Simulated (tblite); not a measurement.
Input of a run (GFN2-xTB geometry optimisation, gas phase (tblite 0.8.0)), started from a force field or distance geometry:
```
{"job": {"kind": "relax", "xc": "GFN2-xTB", "basis": "xTB"}, "charge": 0, "multiplicity": 1}
C      3.969000    -1.005200     0.014600
N      2.855300    -0.636800     0.013600
C      1.549800    -0.209600     0.025900
C      1.264900     1.142300     0.107700
C     -0.062200     1.568600     0.122600
C     -1.064100     0.623100     0.016200
C     -0.755600    -0.721500    -0.078500
C      0.570600    -1.177400    -0.071300
C     -2.179900    -1.033100    -0.132800
C     -2.476600     0.271400    -0.039100
H      2.046400     1.888100     0.191100
H     -0.321400     2.620300     0.189500
H      0.792100    -2.233900    -0.138700
H     -2.779600    -1.941400    -0.220200
H     -3.413200     0.853300    -0.022300
```

Output (eV, eV/Å):
```
step      E/eV     max force
  0    -668.12681    4.252
  1    -668.26989    3.481
  2    -668.39655    0.903
  3    -668.39864    1.618
  4    -668.41123    0.411
  5    -668.41634    0.238
  6    -668.42167    0.179
  7    -668.42531    0.149
  8    -668.42622    0.096
  9    -668.42711    0.067
 10    -668.42750    0.038
 11    -668.42761    0.030
 12    -668.42772    0.026
 13    -668.42778    0.025
 14    -668.42785    0.023
 15    -668.42791    0.022
 16    -668.42797    0.018
 17    -668.42802    0.017
 18    -668.42806    0.024
 19    -668.42811    0.027
 20    -668.42818    0.022
 21    -668.42823    0.021
 22    -668.42827    0.013
 23    -668.42830    0.015
 24    -668.42831    0.012
 25    -668.42832    0.008
```

**Question.** Summarise the run.

**Answer.** The energy falls by 29.1 kJ/mol over 25 L-BFGS steps, the largest force on an atom goes from 4.25 to 0.008 eV/Å, and the atoms move by 0.034 Å rms after alignment. The bond that changes most is C7–C8 (substituted aromatic carbon to aromatic CH carbon), which shortens by 0.055 Å. Bonds longer at the end by more than 0.005 Å: 5 of 16; shorter: 7. Among the angles that change most is C7–C8–H13, from 120.7° to 125.5°. The energy never rose by more than 1e-5 eV on the way. The first step brought 47 % of the lowering.

**Question.** What are the final bond lengths?

**Answer.** C1≡N2 1.168 Å, N2–C3 1.359 Å, C3–C4 1.376 Å, C4–C5 1.419 Å, C5–C6 1.352 Å, C6–C7 1.427 Å, C7–C8 1.347 Å, C7–C9 1.506 Å, C9=C10 1.343 Å, C3–C8 1.433 Å, C6–C10 1.504 Å, C4–H11 1.080 Å, C5–H12 1.079 Å, C8–H13 1.079 Å, C9–H14 1.072 Å, C10–H15 1.072 Å. Numbering counts from 1 in the input's order; the species is `[N+](#[C-])c1ccc2C=Cc2c1`.

Hardware: one thread of an Arm Neoverse V1, no GPU, on a shared host. Cost: 0.16 s of wall time.

Its GFN2-xTB frequencies are all real (lowest 109 cm⁻¹).

These are computed values.
